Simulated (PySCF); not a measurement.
Atoms are numbered as in `[CH3:1][Si@@H:2]1[SiH2:3][SiH2:4][Si@@H:5]1[Cl:6]`; H(Xn) means a hydrogen on atom n. Ha(Si3), Ha(Si4) are cis to C1 on the ring; Hb(Si3), Hb(Si4) are trans to C1 on the ring.

Geometry: PBE0-D3(BJ)/def2-SVP; GIAO shifts from PySCF 2.14.0 with density-fitted response routines, gas phase, non-relativistic, averaged over equivalent atoms.

At B3LYP/pcSseg-1 (182 basis functions, 22 s wall time on 1 thread of an Arm Neoverse V1, shared host):
```tsv
atoms	δ (ppm)
C1	-7.4
Si5	24.4
Si2	-27.8
Si4	-71.2
Si3	-88.9
Cl6	-84.7
H(Si5)	5.95
H(Si2)	4.57
Ha(Si4)	4.18
Hb(Si4)	4.11
Ha(Si3)	3.91
Hb(Si3)	3.86
H(C1)	0.61
```

Referencing at the same level of theory: 13C (σ = 179.24 ppm) and 29Si (σ = 337.86 ppm) and 1H (σ = 31.38 ppm) against TMS; 35Cl (σ = 930.46 ppm) vs HCl.

Q: Estimate the result of repeating the calculation with PBE0/pcSseg-1.

A: 
```tsv
atoms	δ at PBE0/pcSseg-1	change
C1	-7.8	-0.4
Si5	19.1	-5.3
Si2	-34.3	-6.5
Si4	-76.4	-5.2
Si3	-93.6	-4.7
Cl6	-85.8	-1.1
H(Si5)	6.04	+0.09
H(Si2)	4.68	+0.11
Ha(Si4)	4.29	+0.11
Hb(Si4)	4.22	+0.11
Ha(Si3)	4.02	+0.11
Hb(Si3)	3.97	+0.11
H(C1)	0.62	+0.01
```

Scale: TMS for 13C (184.41 ppm) and 29Si (351.99 ppm) and 1H (31.27 ppm); 35Cl (943.27 ppm) against HCl (reference shieldings calculated alike).

The largest change is at Si2 (silicon bonded to C, 2 Si, H, in a 4-membered ring). Cost: 182 basis functions, 25 s wall time on 1 thread of an Arm Neoverse V1, shared host.
